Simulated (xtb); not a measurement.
xtb input (GFN2-xTB):

```bash
xtb mol.xyz --gfn 2 --sp --chrg 0 --uhf 0
```
mol.xyz:
```
4

Ti     0.01147195    -0.04122247    -0.01974891
O      1.49035328    -0.56621746    -0.35595347
F     -0.58342771    -0.37305303     1.64547716
F     -0.76937331     0.97712347    -1.28079896
```

End of the output:

```
         :::::::::::::::::::::::::::::::::::::::::::::::::::::
         ::                     SUMMARY                     ::
         :::::::::::::::::::::::::::::::::::::::::::::::::::::
         :: total energy             -15.267781894399 Eh    ::
         :: gradient norm              0.038863760588 Eh/a0 ::
         :: HOMO-LUMO gap              1.964973374214 eV    ::
         ::.................................................::
         :: SCC energy               -15.311124021426 Eh    ::
         :: -> isotropic ES            0.096676088671 Eh    ::
         :: -> anisotropic ES          0.007519384456 Eh    ::
         :: -> anisotropic XC          0.004246738742 Eh    ::
         :: -> dispersion             -0.001590119794 Eh    ::
         :: repulsion energy           0.043342127027 Eh    ::
         :: add. restraining           0.000000000000 Eh    ::
         :: total charge              -0.000000000000 e     ::
         :::::::::::::::::::::::::::::::::::::::::::::::::::::

           -------------------------------------------------
          |                Property Printout                |
           -------------------------------------------------

    * Orbital Energies and Occupations

         #    Occupation            Energy/Eh            Energy/eV
      -------------------------------------------------------------
         1        2.0000           -0.8704614             -23.6865
         2        2.0000           -0.8495854             -23.1184
         3        2.0000           -0.7059219             -19.2091
         4        2.0000           -0.5528975             -15.0451
         5        2.0000           -0.5417725             -14.7424
         6        2.0000           -0.5304518             -14.4343
         7        2.0000           -0.5274418             -14.3524
         8        2.0000           -0.5261640             -14.3177
         9        2.0000           -0.5254013             -14.2969
        10        2.0000           -0.4740883             -12.9006
        11        2.0000           -0.4718406             -12.8394
        12        2.0000           -0.4647856             -12.6475 (HOMO)
Note: The following floating-point exceptions are signalling: IEEE_DENORMAL
normal termination of xtb
        13                         -0.3925742             -10.6825 (LUMO)
        14                         -0.3468157              -9.4373
        15                         -0.3208357              -8.7304
        16                         -0.2547031              -6.9308
        17                         -0.2524915              -6.8706
        18                         -0.1003247              -2.7300
        19                          0.1096121               2.9827
        20                          0.3695274              10.0554
        21                          0.4843887              13.1809
      -------------------------------------------------------------
                  HL-Gap            0.0722114 Eh            1.9650 eV
             Fermi-level           -0.4286799 Eh          -11.6650 eV

     #   Z          covCN         q      C6AA      α(0)
     1  22 Ti       2.054     1.294   195.986    34.276
     2   8 O        0.727    -0.513    24.149     6.585
     3   9 F        0.663    -0.390    13.425     4.325
     4   9 F        0.663    -0.390    13.425     4.325

 Mol. C6AA /au·bohr⁶  :        639.253351
 Mol. C8AA /au·bohr⁸  :      39690.702219
 Mol. α(0) /au        :         49.511301

Wiberg/Mayer (AO) data.
largest (>0.10) Wiberg bond orders for each atom

 ---------------------------------------------------------------------------
     #   Z sym  total        # sym  WBO       # sym  WBO       # sym  WBO
 ---------------------------------------------------------------------------
     1  22 Ti   4.047 --     2 O    2.172     3 F    0.938     4 F    0.938
     2   8 O    2.314 --     1 Ti   2.172
     3   9 F    1.051 --     1 Ti   0.938
     4   9 F    1.051 --     1 Ti   0.938
 ---------------------------------------------------------------------------

Topologies differ in total number of bonds
Writing topology from bond orders to xtbtopo.mol

molecular dipole:
                 x           y           z       tot (Debye)
 q only:       -0.420       0.003       0.028
   full:       -1.219       0.195       0.168       3.167
molecular quadrupole (traceless):
                xx          xy          yy          xz          yz          zz
 q only:       -1.172       3.435       3.727       1.404       3.353      -2.555
  q+dip:       -1.037       3.727       3.993       1.495       3.717      -2.956
   full:       -2.096       5.400       5.713       2.259       4.949      -3.617

           -------------------------------------------------
          | TOTAL ENERGY              -15.267781894399 Eh   |
          | GRADIENT NORM               0.038863760588 Eh/α |
          | HOMO-LUMO GAP               1.964973374214 eV   |
           -------------------------------------------------

------------------------------------------------------------------------
------------------------------------------------------------------------
 total:
 SCF:
```
